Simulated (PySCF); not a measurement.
# Reading the logs of faulty runs: BH7NSi2 cation

All numbers below are calculated, not measured. The program is PySCF 2.14.0, an open-source quantum chemistry code, run on an isolated molecule that a program drew, which may never have been made. The molecule is BH7NSi2 cation (charge +1, singlet), drawn as the SMILES string `B[SiH+]N[SiH3]`.

Each row is a Hartree-Fock (HF) and frozen-core CCSD(T) single point in the cc-pV(D+d)Z basis, meant for a local HF minimum. Run 1 is clean. Each other run has one planted mistake out of seven kinds, and not every kind appears here: one electron removed, one electron added, multiplicity raised by two, geometry at a saddle point, minimal basis STO-3G, one bond length entered in bohr, all coordinates scaled. The reference is restricted for singlets and unrestricted otherwise, and also for a bond in bohr. Adding or removing an electron swaps singlet and doublet. Electrons count all cores. HOMO and LUMO are orbital energies over both spins, the gradient is its largest component, and the lowest frequency (negative if imaginary) is given only where the gradient is small. Bond lengths are over the 10 bonds as drawn. T1 is the CCSD diagnostic: over 0.02 (restricted) or 0.045 (unrestricted) a single reference is doubtful.

Geometry of the clean run:
```xyz
11
BH7NSi2 cation, angstrom
B    -2.4448   -1.5967    0.8674
Si   -0.6995   -0.7901    0.1899
N    -0.2874    0.7840    0.4118
Si    1.2006    1.7010   -0.0992
H    -3.3971   -1.5727    0.1548
H    -2.4621   -2.0825    1.9532
H     0.2969   -1.5779   -0.5402
H    -0.9540    1.3560    0.9121
H     2.0189    0.6946   -0.7906
H     0.7505    2.7809   -0.9857
H     1.8289    2.2067    1.1272
```

| run | electrons | basis functions | <S^2> | HOMO (eV) | LUMO (eV) | gradient (hartree/bohr) | lowest frequency (cm^-1) | mean bond (Å) | longest bond (Å) | T1 | HF (hartree) | CCSD(T) (hartree) | mistake |
|---|---|---|---|---|---|---|---|---|---|---|---|---|---|
| 1 | 46 | 109 | 0.000 | -16.55 | -4.05 | 2.6e-05 | 93 | 1.4763 | 2.039 | 0.0155 | -660.84650 | -661.34770 | no fault |
| 2 | 46 | 109 | 2.013 | -13.17 | -7.73 | 3.5e-02 | - | 1.4763 | 2.039 | 0.0208 | -660.69726 | -661.19850 | multiplicity raised by two |
| 3 | 46 | 109 | 0.000 | -15.95 | -3.99 | 3.9e-02 | - | 1.5796 | 2.181 | 0.0195 | -660.80388 | -661.31950 | all coordinates scaled |
| 4 | 46 | 35 | 0.000 | -14.66 | -0.29 | 2.3e-02 | - | 1.4763 | 2.039 | 0.0248 | -653.24637 | -653.47754 | minimal basis STO-3G |
| 5 | 47 | 109 | 0.760 | -6.01 | 1.46 | 6.0e-02 | - | 1.4763 | 2.039 | 0.0157 | -661.02902 | -661.55167 | ? |

**Which mistake was planted in run 5, and what did it cost?**

It counts 47 electrons, one more than the clean run, at the same geometry and basis. So the mistake is: one electron added. Subtracting run 1 and multiplying by 627.51 kcal/mol a hartree, the energy moved by -114.5 kcal/mol in HF and -128.0 kcal/mol in CCSD(T).

Cautions from the logs. Run 4: T1 is over the limit, so its CCSD(T) energy is less reliable.
